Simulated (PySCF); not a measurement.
**Polarisability and C₆ of S²⁺ (sulfur, charge +2)**

[Ne] 3s2 3p2, high-spin 3P determinant. All numbers are calculated (PySCF 2.14, no relativity, point nucleus, in aug-cc-pwCVQZ). Coupled (time-dependent) response in atomic units; α is the mean over directions.

```csv
method,mean α (bohr³),"α xx, yy, zz",C₆ (like pair),S(−4)
PBEsol,7.338,"7.496, 7.259, 7.259",26.59,18.75
```

S(−4) is the Cauchy moment in α(ω) = α(0) + S(−4) ω² + …

α(iu) at PBEsol:

```csv
u (hartree),α(iu) (bohr³)
0,7.338
0.0500,7.292
0.100,7.156
0.200,6.667
0.300,5.999
0.500,4.576
0.750,3.168
1.00,2.242
1.50,1.261
2.00,0.8091
3.00,0.4291
5.00,0.1983
```

A single London oscillator, α(iu) = α/(1 + u²/ω²), gives C₆ = (3/4) ω α². Matching the computed C₆ needs ω = 4 × 26.59 / (3 × 7.338²) = 0.658 hartree.

For an ion, C₆ is the dispersion term alone; charge-induced terms of lower order in 1/R come first.

The components differ because the open shell of this determinant is not spherical; for a pure term their mean is the scalar polarisability.
